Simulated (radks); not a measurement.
Excited configurations of Xe II: one electron is placed in a higher orbital outside [Kr] 4d10 5s2 5p4. The ground configuration is [Kr] 4d10 5s2 5p5. Method: scalar-relativistic Kohn-Sham, PBEsol, spin-polarised, spherical densities, point nucleus; open shells are filled with parallel spins first (spin-orbit coupling, left out, can overturn this in heavy ions); computed with a radial shooting solver on a logarithmic mesh with Libxc functionals. Excitation = E - E(ground); binding = E(ion) - E, where the ion is the core of charge +2; n* = 2/sqrt(2 binding) in atomic units, and the quantum defect is n - n*.

\begin{tabular}{lrrrrrr}
outer orbital & excitation (eV) & binding (eV) & n* & quantum defect & eigenvalue (eV) & <r> (bohr) \\ \hline
4f & 17.145 & 4.003 & 3.687 & 0.313 & -2.533 & 6.693 \\
5d & 12.200 & 8.949 & 2.466 & 2.534 & -5.945 & 3.483 \\
5f & 18.117 & 3.031 & 4.237 & 0.763 & -2.109 & 10.73 \\
6s & 11.619 & 9.529 & 2.390 & 3.610 & -7.472 & 4.531 \\
6p & 14.036 & 7.112 & 2.766 & 3.234 & -5.539 & 5.611 \\
6d & 16.685 & 4.463 & 3.492 & 2.508 & -3.423 & 8.231 \\
6f & 18.999 & 2.149 & 5.033 & 0.967 & -1.651 & 16.88 \\
7s & 16.253 & 4.895 & 3.334 & 3.666 & -3.919 & 8.799 \\
7p & 17.163 & 3.985 & 3.696 & 3.304 & -3.155 & 10.39 \\
7d & 18.369 & 2.779 & 4.426 & 2.574 & -2.203 & 14.10 \\
7f & 19.581 & 1.567 & 5.893 & 1.107 & -1.245 & 24.61 \\
\end{tabular}

The Delta-SCF ionisation energy is 21.148 eV (NIST Atomic Spectra Database: 20.975 eV, semi-empirical). Self-interaction in the functional shifts the binding energies and quantum defects, so they are the method's values and not measured ones. Open shells are spherical and high-spin; term and fine-structure splittings are not resolved. Spin-orbit splitting is averaged out at the scalar-relativistic level.
